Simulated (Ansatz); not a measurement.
# Relative stability

Two relaxed structures of AlBSiH4O, closed shell (PBE0-D4/def2-TZVP; forces vanish, vibrations not checked).

A:

```xyz
8
angstrom
B -0.2239 1.0800 0.8755
Al -0.2018 0.9233 -1.2976
O 0.0514 -0.2161 1.1612
Si 0.2595 -1.2333 -0.2150
H -0.3515 1.5975 -2.7305
H -0.3841 1.8593 1.7741
H 1.6104 -1.8554 -0.0962
H -0.7225 -2.3488 -0.0843
```

B:

B1  (-0.029, 0.760, -1.290)
Al2  (-0.475, 1.159, 0.867)
O3  (-0.115, -0.446, 1.369)
Si4  (0.269, -0.969, -0.182)
H5  (-1.048, 0.920, -1.904)
H6  (0.903, 1.452, -1.596)
H7  (1.681, -1.434, -0.242)
H8  (-0.641, -2.067, -0.603)
(Å)

Computed with Ansatz 0.2.0 (basis: def2-TZVPP); correlated methods freeze the cores. B3LYP uses VWN-RPA correlation.

Which structure is lower at CCSD(T), and by how much? (Judge from chemistry; the value comes from the calculation.)

Computed: B, by 57.4 kJ/mol (electronic energy, against the other). By their contacts, A is AlBSiH₄O ([BH]1[O][SiH2][AlH]1) and B is AlBSiH₄O ([BH2]1[Al]2[O][SiH2]12).

All methods give the same order:

| method | E(B) − E(A) (kJ/mol) |
| --- | --- |
| PBE-D4 | -69.7 |
| r2SCAN-D4 | -69.2 |
| PBE0-D4 | -59.3 |
| B3LYP-D4 | -59.2 |
| wB97M-V | -61.0 |
| HF | -14.6 |
| MP2 | -60.1 |
| CCSD | -50.2 |
| CCSD(T) | -57.4 |

No T1 diagnostic of these runs exceeds 0.021. The restricted Hartree–Fock reference is unstable towards an unrestricted one at one or more of these structures.

Labels in which every atom is bracketed show which atoms are joined, not bond orders.

For scale, one of the runs: CCSD(T)/def2-TZVPP, 202 basis functions, launched by `ansatz run in.yaml --threads 2 --pin off --events-out ev --progress --plain --max-ram 4352MiB`. Hardware: 2 CPU threads of an Arm Neoverse V2, shared host. Wall time 52 s; peak host memory 2.3 GiB.
